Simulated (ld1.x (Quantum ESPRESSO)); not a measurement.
Cutoff test, terbium (Tb), PAW

- Element: terbium (Tb)
- Generator: ld1.x (Quantum ESPRESSO) 7.5
- Type: PAW
- Functional: PBE
- Relativity: scalar-relativistic
- Frozen core: [Kr] 4d10 4f8
- Valence charge: 11
- Reference configuration: 5s2 5p6 5d1 6s2 6p0
- Partial waves: 5s (bound): rcut 1.75, rcutus 2.05 bohr; 6s (bound): rcut 1.75, rcutus 2.05 bohr; 5p (bound): rcut 2.00, rcutus 2.30 bohr; 6p (bound, empty): rcut 2.00, rcutus 2.30 bohr; 5d (bound): rcut 2.65, rcutus 3.20 bohr; 5d channel at 1.85 Ry: rcut 2.65, rcutus 3.20 bohr
- Local potential: all-electron potential smoothed inside 2.85 bohr (lloc = -1)
- Core correction: Bessel-smoothed model core inside 1.25 bohr
- Augmentation charge: BESSEL, radius 1.95 bohr

The pseudo-atom Hamiltonian at the reference potential is diagonalised in spherical Bessel functions j_l(qr) that vanish at 20 bohr, with q² up to the cutoff. All-electron valence levels (Ry): 5s -3.7685, 6s -0.3083, 5p -2.0498, 6p -0.0979, 5d -0.1781.

Problem. How do the lowest levels (Ry) of each channel move with the cutoff, and are there ghosts?

Solution.

| cutoff (Ry) | s #1 | s #2 | s #3 | p #1 | p #2 | p #3 | d #1 | d #2 | f #1 | f #2 | Σ f·Δε (mRy) |
| --- | --- | --- | --- | --- | --- | --- | --- | --- | --- | --- | --- |
| 8 | -3.7402 | -0.2868 | 0.0026 | -1.9923 | -0.0816 | 0.0507 | -0.1762 | 0.0478 | 0.0963 | 0.2068 | 446.3 |
| 12 | -3.7668 | -0.3002 | 0.0006 | -2.0432 | -0.0887 | 0.0483 | -0.1779 | 0.0477 | 0.0963 | 0.2068 | 59.4 |
| 18 | -3.7682 | -0.3072 | -0.0006 | -2.0494 | -0.0953 | 0.0461 | -0.1781 | 0.0477 | 0.0963 | 0.2067 | 5.3 |
| 21 | -3.7683 | -0.3080 | -0.0007 | -2.0494 | -0.0970 | 0.0455 | -0.1781 | 0.0477 | 0.0963 | 0.2067 | 3.3 |
| 30 | -3.7685 | -0.3082 | -0.0007 | -2.0497 | -0.0978 | 0.0452 | -0.1781 | 0.0476 | 0.0963 | 0.2067 | 0.4 |
| 40 | -3.7685 | -0.3083 | -0.0007 | -2.0498 | -0.0979 | 0.0452 | -0.1781 | 0.0476 | 0.0963 | 0.2067 | 0.2 |
| 400 | -3.7685 | -0.3083 | -0.0007 | -2.0498 | -0.0979 | 0.0452 | -0.1781 | 0.0476 | 0.0963 | 0.2067 | 0.0 |

Result: no extra level below or beside the all-electron valence levels (s, p, d, f tested); 10 mRy is reached at 18 Ry and 1 mRy at 30 Ry.
